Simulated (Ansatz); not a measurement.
`C[O][Sn]([Cl])([Cl])[SeH]` and `C[O][SnH]([Cl])[Cl]` differ in one atom or group.

Ansatz, PBE0-D4/def2-TZVP geometries, multiplicity 1. Each molecule was computed in one conformer, which needn't be the lowest.

Elements past krypton have def2 core potentials. Scalar relativity is left out up to krypton.

```tsv
property	`C[O][Sn]([Cl])([Cl])[SeH]`
HOMO energy (B3LYP/def2-TZVPP) / eV	-7.64
size of the dipole moment (PBE/def2-TZVPP) / D	1.53
HOMO–LUMO gap (B3LYP/def2-TZVPP) / eV	4.87
LUMO energy (B3LYP/def2-TZVPP) / eV	-2.78
LUMO energy (PBE0/def2-TZVPP) / eV	-2.50
HOMO–LUMO gap (PBE/def2-TZVPP) / eV	3.33
```

(1) Give the same properties after the change, and the shifts. (Best estimate.)

Answers

(1) Computed: 
```
                                      property  `C[O][SnH]([Cl])[Cl]`  shift
           HOMO energy (B3LYP/def2-TZVPP) / eV                  -8.14  -0.50
size of the dipole moment (PBE/def2-TZVPP) / D                   1.20  -0.33
         HOMO–LUMO gap (B3LYP/def2-TZVPP) / eV                   6.08   1.21
           LUMO energy (B3LYP/def2-TZVPP) / eV                  -2.06   0.72
            LUMO energy (PBE0/def2-TZVPP) / eV                  -1.75   0.75
           HOMO–LUMO gap (PBE/def2-TZVPP) / eV                   4.12   0.79
```

With PBE0 the HOMO falls by 0.49 eV and the LUMO rises by 0.75 eV, so the gap widens by about 1.24 eV. PBE moves the HOMO by -0.12 eV and ωB97M-V by -0.70 eV. Dipoles are sizes alone; their direction can turn.

B3LYP here is the variant with VWN-RPA as its local correlation; programs differ in this.

Spin–orbit coupling is left out; it splits and shifts lone-pair levels of the heavy atoms by tenths of an eV.
